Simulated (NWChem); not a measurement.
SnH₃F; SMILES [F][SnH3]

Program: NWChem. Geometry: optimised at PBE0/def2-SVP. def2 effective core potentials on Sn; no spin-orbit coupling. Level PBE/def2-SVP: energy and gradient on several grids; changes count from the extra-fine grid, which is no exact limit either.

```csv
grid,size of the energy change (μHa),largest change of a gradient component (μHa/bohr)
xcoarse,3000,8000
coarse,200,800
medium,30,200
fine,< 10,< 30
xfine,< 10,< 30
```
